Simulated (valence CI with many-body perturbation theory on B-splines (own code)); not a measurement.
# Level structure of Fe²¹⁺

Calculated by valence CI with perturbative core correlation (CI+MBPT): three valence electrons over a frozen Dirac-Fock core [He], a basis of 9 s, 9 p, 8 d, 6 f, 3 g, 1 h functions for each j, with the one-electron correlation potential Σ1, the two-electron term Σ2, the three-electron term Σ3, Breit, model QED; selected CI, second order for the rest, scaled by the run's own slope (own B-spline code, finite nucleus).

No measured levels were compared; by estimate levels of excited configurations hold to 0.05 to 0.15 % of their energy, terms of the ground configuration to about 0.5 %.

Levels 1 to 45 of 59, with energies above the lowest level, 2s2 2p 2P°_1/2. "Leading %" is the weight of the configuration and term that name the level; weights of strongly mixed levels are sums over their largest components and can fall short, so below about 35 % the name and the second component can differ from the true leading terms, or belong to a minority configuration. In the jj column 3d3/2^4 stands for four electrons in 3d with j = 3/2. Lifetimes count E1, E2, E3, M1 and M2 decay at the calculated energies, and are blank where another channel may lead or the interval is too uncertain; long ones can be off by a factor of two.

```
No.  Configuration  Term    J  E (eV)  Leading %              Leading jj  Lifetime
  1         2s2 2p   2P°  1/2     0.0         98       2s^2 2p1/2 (98 %)          
  2         2s2 2p   2P°  3/2    14.7         97       2s^2 2p3/2 (97 %)   67.3 μs
  3         2s 2p2    4P  1/2    50.1         96       2s 2p1/2^2 (62 %)   10.4 ns
  4         2s 2p2    4P  3/2    57.0         99   2s 2p1/2 2p3/2 (94 %)   96.0 ns
  5         2s 2p2    4P  5/2    63.6         94   2s 2p1/2 2p3/2 (57 %)   13.8 ns
  6         2s 2p2    2D  3/2    91.3         95   2s 2p1/2 2p3/2 (82 %)   93.3 ps
  7         2s 2p2    2D  5/2    94.1         94       2s 2p3/2^2 (57 %)    170 ps
  8         2s 2p2    2P  1/2   105.9         61   2s 2p1/2 2p3/2 (53 %)   26.2 ps
  9         2s 2p2    2S  1/2   121.4         60       2s 2p3/2^2 (79 %)   28.1 ps
 10         2s 2p2    2P  3/2   123.1         95       2s 2p3/2^2 (76 %)   20.0 ps
 11            2p3   4S°  3/2   155.7         90    2p1/2^2 2p3/2 (51 %)   22.9 ps
 12            2p3   2D°  3/2   173.1         82    2p1/2 2p3/2^2 (61 %)   46.7 ps
 13            2p3   2D°  5/2   176.8        100   2p1/2 2p3/2^2 (100 %)   48.7 ps
 14            2p3   2P°  1/2   194.7         98    2p1/2 2p3/2^2 (98 %)   23.1 ps
 15            2p3   2P°  3/2   201.8         79          2p3/2^3 (86 %)   23.7 ps
 16         2s2 3s    2S  1/2  1006.5         95          2s^2 3s (95 %)    366 fs
 17         2s2 3p   2P°  1/2  1028.8         92       2s^2 3p1/2 (92 %)   4.68 ps
 18         2s2 3p   2P°  3/2  1032.9         92       2s^2 3p3/2 (92 %)   4.39 ps
 19       2s 2p 3s   4P°  1/2  1051.1         96      2s 2p1/2 3s (94 %)    338 fs
 20         2s2 3d    2D  3/2  1053.3         95       2s^2 3d3/2 (95 %)   51.8 fs
 21         2s2 3d    2D  5/2  1054.5         95       2s^2 3d5/2 (95 %)   53.8 fs
 22       2s 2p 3s   4P°  3/2  1054.9         91      2s 2p1/2 3s (75 %)    322 fs
 23       2s 2p 3s   2P°  1/2  1063.5         94      2s 2p1/2 3s (81 %)    463 fs
 24       2s 2p 3s   4P°  5/2  1065.1         98      2s 2p3/2 3s (98 %)    301 fs
 25       2s 2p 3p    4D  1/2  1070.7         75   2s 2p1/2 3p1/2 (96 %)    572 fs
 26       2s 2p 3p    4D  3/2  1074.0         74   2s 2p1/2 3p1/2 (73 %)    683 fs
 27       2s 2p 3s   2P°  3/2  1074.4         90      2s 2p3/2 3s (92 %)    351 fs
 28       2s 2p 3p    2P  3/2  1078.7         31   2s 2p1/2 3p3/2 (82 %)    301 fs
 29       2s 2p 3p    2P  1/2  1079.8         66   2s 2p1/2 3p3/2 (62 %)    141 fs
 30       2s 2p 3p    4D  5/2  1080.2         89   2s 2p1/2 3p3/2 (66 %)   17.1 ps
 31       2s 2p 3p    4P  1/2  1083.2         90   2s 2p1/2 3p1/2 (68 %)   2.25 ps
 32       2s 2p 3p    2D  3/2  1085.1         40   2s 2p1/2 3p3/2 (73 %)    200 fs
 33       2s 2p 3p    4D  7/2  1089.6        100  2s 2p3/2 3p3/2 (100 %)    184 ps
 34       2s 2p 3p    4P  3/2  1090.5         43   2s 2p3/2 3p1/2 (75 %)    235 fs
 35       2s 2p 3p    4P  5/2  1092.6         66   2s 2p3/2 3p1/2 (71 %)    447 fs
 36       2s 2p 3d   4F°  3/2  1092.7         88   2s 2p1/2 3d3/2 (93 %)    526 fs
 37       2s 2p 3p    4S  3/2  1092.8         39   2s 2p3/2 3p3/2 (75 %)    315 fs
 38       2s 2p 3d   4F°  5/2  1095.1         85   2s 2p1/2 3d3/2 (46 %)    260 fs
 39       2s 2p 3p    2D  5/2  1098.5         73   2s 2p3/2 3p3/2 (87 %)    139 fs
 40       2s 2p 3d   4F°  7/2  1098.9         79   2s 2p1/2 3d5/2 (69 %)    161 fs
 41       2s 2p 3d   4P°  5/2  1100.1         45   2s 2p1/2 3d5/2 (74 %)   60.5 fs
 42       2s 2p 3d   4D°  3/2  1101.3         57   2s 2p1/2 3d5/2 (41 %)   44.0 fs
 43       2s 2p 3d   4D°  1/2  1101.6         70   2s 2p1/2 3d3/2 (61 %)   40.4 fs
 44       2s 2p 3s   2P°  1/2  1102.1         77      2s 2p3/2 3s (63 %)    125 fs
 45       2s 2p 3p    2S  1/2  1102.2         85   2s 2p3/2 3p3/2 (82 %)    108 fs
```

Names give the largest LS component (configuration and term), which can be under half, so a name can repeat, a term be missing and a line seem to break the LS rules; names also repeat where a configuration has a term twice.

Where two levels of one J and parity lie close, their mixing, g and order are uncertain.

The ionisation energy to 2s2 1S_0 of the next ion comes out as 1798.7 eV (NIST: 1798.4 ± 0.8 eV (semi-empirical)). All 59 levels together are meant to be complete up to 1126.5 eV.
